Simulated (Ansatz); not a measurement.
# Abstraction of H: C2H6Se + CN → C2H5Se + HCN

Gas-phase species: C2H6Se `CC[SeH]`, singlet; CN, doublet; C2H5Se `CC[Se]`, doublet; HCN (hydrogen cyanide) `C#N`, singlet. A radical takes H: the energy is the difference in strength between the Se–H bond broken and the C–H bond made.

Shapes, held fixed at every level: PBE0-D4/def2-TZVP. Flexible molecules stand in one conformer, not always the lowest. Programs: Ansatz 0.2.0. The zero-point and thermal change to 298 K, harmonic and unscaled (PBE0-D4/def2-TZVP), is +5.9 kJ/mol.

```json
{"level": "PBE-D4/def2-TZVPP", "kind": "GGA", "ΔH(298 K) (kJ/mol)": "-193.6"}
{"level": "r2SCAN-D4/def2-TZVPP", "kind": "meta-GGA", "ΔH(298 K) (kJ/mol)": "-196.0"}
{"level": "BHLYP-D4/def2-TZVPP", "kind": "global hybrid", "ΔH(298 K) (kJ/mol)": "-229.8"}
{"level": "PBE0-D4/def2-TZVPP", "kind": "global hybrid", "ΔH(298 K) (kJ/mol)": "-210.5"}
{"level": "wB97M-V/def2-TZVPP", "kind": "range-separated hybrid", "ΔH(298 K) (kJ/mol)": "-227.5"}
{"level": "wB97X-V/def2-TZVPP", "kind": "range-separated hybrid", "ΔH(298 K) (kJ/mol)": "-220.4"}
{"level": "B2PLYP/def2-TZVPP", "kind": "double hybrid", "ΔH(298 K) (kJ/mol)": "-210.4"}
```

B2PLYP/def2-TZVPP gives ΔH(298 K) = -210.4 kJ/mol; the levels span -229.8 to -193.6. The median of the levels is -210.5. No measured value is set beside it here. Spin contamination: CN (⟨S²⟩ up to 1.11). Open shells run unrestricted. Relativity is left out for Se. Outer-core shells of Se are correlated, in sets that cover them unevenly.
